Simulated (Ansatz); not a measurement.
Ideal-gas functions of Cl$_{2}$H$_{2}$MoO$_{2}$S (`[OH][Mo]([OH])(=[S])([Cl])[Cl]`) at 600 K and 1 bar, from an Ansatz frequency run at PBE0-D4/def2-TZVP.

Molar mass 232.93 g/mol, point group Cs (symmetry number 1), electronic degeneracy 1, moments of inertia 293.391, 462.928, 533.001 u Å². Harmonic wavenumbers (cm⁻¹, unscaled): 68, 148, 169, 211, 236, 252, 307, 324, 381, 397, 443, 606, 669, 675, 749, 810, 3844, 3848.

Use S(trans) = R[1.5 ln M + 2.5 ln T − 1.1517]; rotational temperatures θ = 24.2544 K / I; S(rot) = R[ln(√π/σ · √(T³/θAθBθC)) + 1.5]; for each mode x = 1.438777 ν̃/T, S = R[x/(eˣ − 1) − ln(1 − e⁻ˣ)] and H = RT x/(eˣ − 1); 1 cm⁻¹ = 0.0119627 kJ/mol; R = 8.31446 J/(mol·K).

Question: By hand: the entropy, in J/(mol·K).

Answer: Translation 191.4. Rotation: θ = 0.0827, 0.0524, 0.0455 K, giving 132.5. Vibration, mode by mode: 23.40, 16.97, 15.88, 14.07, 13.16, 12.63, 11.05, 10.62, 9.35, 9.03, 8.19, 5.90, 5.22, 5.16, 4.48, 3.99, 0.01, 0.01, in all 169.1. Electronic 0.0. Sum 493.0 J/(mol·K).

Question: By hand: H − E and G − E in kJ/mol, counted from the electronic energy.

Answer: Zero-point energy ½ × 14137 × 0.0119627 = 84.6; thermal vibration 49.1; translation, rotation and pV give 4 RT = 20.0. H − E = 153.7 kJ/mol, and G − E = 153.7 − 600 × 493.0/1000 = -142.1 kJ/mol.

Vibration gives 34 % of the entropy, 40.4 J/(mol·K) of it from the modes under 150 cm⁻¹: soft modes count most, and the harmonic formula is weakest for them. The sum counts one conformer and one mirror image; others add a mixing term.
